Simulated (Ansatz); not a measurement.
Cost and result for the atomization energy of CH6O3Si, SMILES `OC(O)O[SiH3]` (11 atoms, 10 bonds).

```xyz
11

O    -1.134    0.560    1.026
C    -0.963   -0.399    0.054
O    -2.004   -0.309   -0.856
O     0.236   -0.250   -0.652
Si    1.656    0.169    0.099
H    -1.426    1.366    0.581
H    -0.956   -1.365    0.575
H    -1.669   -0.612   -1.705
H     1.866   -0.659    1.315
H     1.685    1.606    0.468
H     2.709   -0.107   -0.905
```

Total charge 0; spin multiplicity 1. Geometry: relaxed with PBE0-D4/def2-TZVP. It is one conformer, not always the lowest. Program: Ansatz. All runs use 4 threads of an Arm Neoverse V1 on a shared host. Times are those of one run each, without the atoms' runs, and a repeat can differ threefold. Electronic energies, without spin–orbit coupling; frozen cores. CCSD(T)/CBS adds CCSD(T) − MP2 in def2-TZVPP to the MP2 limit, and its time is that of the two runs behind it. T1 = 0.012. B3LYP takes the VWN-RPA correlation (the form of Gaussian; ORCA's B3LYP/G).

CCSD(T)/CBS is a level of theory with its own doubt, some kJ/mol a heavy atom from the limit and from the frozen cores, so smaller differences don't rank the functionals.

| level | functions | wall time |
| --- | --- | --- |
| PBE-D4/def2-TZVPP (with forces) | 250 | 2.4 s |
| PBE0-D4/def2-TZVPP | 250 | 2.7 s |
| B3LYP-D4/def2-TZVPP (with forces) | 250 | 4.2 s |
| r2SCAN-D4/def2-TZVPP (with forces) | 250 | 4.5 s |
| B2PLYP/def2-TZVPP | 250 | 4.8 s |
| ωB97X-V/def2-TZVPP | 250 | 7 s |
| ωB97M-V/def2-TZVPP (with forces) | 250 | 9.5 s |
| MP2/def2-QZVPP | 478 | 21 s |
| CCSD(T)/def2-TZVPP | 250 | 2.7 min |
| CCSD(T)/CBS(def2) | – | 3 min |

What atomization energy does each give, and how far from CCSD(T)/CBS? (Estimate.)

The calculation gave: 
```csv
level,atomization (kJ/mol),difference from CCSD(T)/CBS,per bond
PBE-D4/def2-TZVPP (with forces),4090.3,51.1,5.1
PBE0-D4/def2-TZVPP,3990.9,-48.3,-4.8
B3LYP-D4/def2-TZVPP (with forces),4006.1,-33.1,-3.3
r2SCAN-D4/def2-TZVPP (with forces),4027.2,-12.0,-1.2
B2PLYP/def2-TZVPP,3972.8,-66.4,-6.6
ωB97X-V/def2-TZVPP,4039.1,-0.1,0.0
ωB97M-V/def2-TZVPP (with forces),4038.7,-0.5,0.0
MP2/def2-QZVPP,4077.1,37.9,3.8
CCSD(T)/def2-TZVPP,3920.3,-118.9,-11.9
CCSD(T)/CBS(def2),4039.2,0.0,0.0
```

From PBE to PBE0 (25 % exact exchange), in def2-TZVPP and without D4, the atomization energy moves by −96.2 kJ/mol: exact exchange takes away binding that semilocal exchange gives to molecules. In def2-TZVPP, CCSD(T) changes the Hartree–Fock value by +1124.0 kJ/mol (the triples alone add +64.2 kJ/mol) and MP2 by +1210.1 kJ/mol; breaking electron pairs costs correlation energy, which Hartree–Fock lacks. The D4 term adds +31.2 kJ/mol with B3LYP and +16.3 kJ/mol with PBE0; it sums over pairs of atoms, weighted by their polarisabilities, and B3LYP, whose exchange is more repulsive, gets the larger term.
